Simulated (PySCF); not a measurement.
LDA on F⁻ (fluorine, charge -1), [Ne], closed-shell 1S. All numbers are calculated (PySCF 2.14, the non-relativistic Hamiltonian (point nucleus), in dyall-av2z (11s7p2d, 42 functions)).

```
cycle= 1 E= -99.2388284238435  delta_E= 0.00409  |g|= 0.251  |ddm|= 0.272
cycle= 2 E= -99.12884930213  delta_E= 0.11  |g|= 0.67  |ddm|= 0.356
cycle= 3 E= -99.2598586475335  delta_E= -0.131  |g|= 0.0845  |ddm|= 0.196
cycle= 4 E= -99.2626462639948  delta_E= -0.00279  |g|= 0.00593  |ddm|= 0.0459
cycle= 5 E= -99.2626573050073  delta_E= -1.1e-05  |g|= 0.000915  |ddm|= 0.00185
cycle= 6 E= -99.2626575859663  delta_E= -2.81e-07  |g|= 2.32e-05  |ddm|= 0.000362
cycle= 7 E= -99.2626575861494  delta_E= -1.83e-10  |g|= 8.87e-07  |ddm|= 1.05e-05
converged SCF energy = -99.2626575861494  <S^2> = -2.6645353e-15  2S+1 = 1
```

Highest occupied orbital energy: 1.326 eV; ⟨L²⟩ = 0.00; populations by l: s 4.00, p 6.00, d 0.00.

Task: Can this result be used?

Result: With care. Self-consistency was reached. At LDA the highest occupied level has a positive energy, so only the finite basis holds that electron; in a semilocal or global hybrid functional this comes from self-interaction and does not mean that the real anion is unbound.
